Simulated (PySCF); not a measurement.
# What a mistake does to a calculation on ClGeH4OSi cation

All numbers below are calculated, not measured. They come from PySCF 2.14.0, an open-source quantum chemistry program, on an isolated molecule that a program drew, which may never have been made. The molecule is ClGeH4OSi cation (charge +1, singlet), drawn as the SMILES string `[SiH3][O][GeH+][Cl]`.

Each row is a Hartree-Fock (HF) and frozen-core CCSD(T) single point in the cc-pV(D+d)Z basis, meant for a local HF minimum. Run 1 is clean. Each other run has one planted mistake out of seven kinds, and not every kind appears here: one electron removed, one electron added, multiplicity raised by two, geometry at a saddle point, minimal basis STO-3G, one bond length entered in bohr, all coordinates scaled. The reference is restricted for singlets and unrestricted otherwise, and also for a bond in bohr. Adding or removing an electron swaps singlet and doublet. Electrons count all cores. HOMO and LUMO are orbital energies over both spins, the gradient is its largest component, and the lowest frequency (negative if imaginary) is given only where the gradient is small. Bond lengths are over the 7 bonds as drawn. T1 is the CCSD diagnostic: over 0.02 (restricted) or 0.045 (unrestricted) a single reference is doubtful. Germanium has the cc-pVDZ-PP basis, with a core potential (ECP10MDF) in place of its 10 inner electrons, and its 3s, 3p and 3d shells are frozen in CCSD(T).

Geometry of the clean run:
```xyz
8
ClGeH4OSi cation, angstrom
Si   -0.8126   -1.4409   -0.9913
O     0.5282   -1.3413    0.1112
Ge    1.9581   -0.7020    0.6707
Cl    2.8257    0.8585   -0.3505
H    -1.9953   -1.2088   -0.1593
H    -0.7317   -2.7909   -1.5534
H    -0.5904   -0.3857   -1.9878
H     2.5946   -1.2676    1.9061
```

| run | electrons | basis functions | <S^2> | HOMO (eV) | LUMO (eV) | gradient (hartree/bohr) | lowest frequency (cm^-1) | mean bond (Å) | longest bond (Å) | T1 | HF (hartree) | CCSD(T) (hartree) | mistake |
|---|---|---|---|---|---|---|---|---|---|---|---|---|---|
| 1 | 74 | 103 | 0.000 | -17.24 | -4.80 | 5.5e-06 | 24 | 1.6224 | 2.057 | 0.0167 | -1118.81984 | -1119.37545 | no fault |
| 2 | 74 | 103 | 0.000 | -17.31 | -4.75 | 8.7e-03 | - | 1.6045 | 2.034 | 0.0161 | -1118.81871 | -1119.37215 | all coordinates scaled |
| 3 | 73 | 103 | 0.781 | -22.36 | -14.89 | 1.2e-01 | - | 1.6224 | 2.057 | 0.0485 | -1118.22975 | -1118.77142 | one electron removed |
| 4 | 74 | 103 | 2.040 | -12.46 | -7.85 | 1.5e-01 | - | 1.6224 | 2.057 | 0.0575 | -1118.64339 | -1119.16591 | ? |

**Which mistake was planted in run 4, and what did it cost?**

Electrons, basis and geometry are unchanged, and <S^2> is 2.040, beside S(S+1) = 2.00 for a multiplicity of 3. So the mistake is: multiplicity raised by two. Subtracting run 1 and multiplying by 627.51 kcal/mol a hartree, the energy moved by 110.7 kcal/mol in HF and 131.5 kcal/mol in CCSD(T).

Cautions from the logs. Run 3: T1 is over the limit, so its CCSD(T) energy is less reliable; run 4: T1 is over the limit, so its CCSD(T) energy is less reliable.
